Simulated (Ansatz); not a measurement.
# Energy differences in RuO (charge +1)

Computed with Ansatz's Gaussian-basis code (development build). Basis cc-pwCVTZ-PP on Ru, cc-pVTZ on O, scalar-relativistic core potentials (28 electrons on Ru), no spin–orbit coupling, 1 orbital frozen in the corrections; active space CAS(11,9). Restricted Hartree–Fock, then the lowest state-specific CASSCF solution met for each case. Coupled cluster stands on the determinant that it favours, not always the lowest RHF. On stretched bonds single-reference methods can fail or change state. Solutions in different active orbitals can move differences by tenths of an eV and at times more than 1 eV.

Case A, quartet: bond length 1.7160 Å.

Case B, sextet: the shape of A.

Energy less that of case A, in eV:

```
case  RHF/ROHF  CASSCF  CCSD(T)
   B    -0.610  +0.692   +0.232
```

Give the SC-NEVPT2 energies against case A.

B: +0.378 eV (8.7 kcal/mol).

Which case is lowest, and do the methods agree?

A is lowest in SC-NEVPT2. RHF/ROHF puts B lowest.
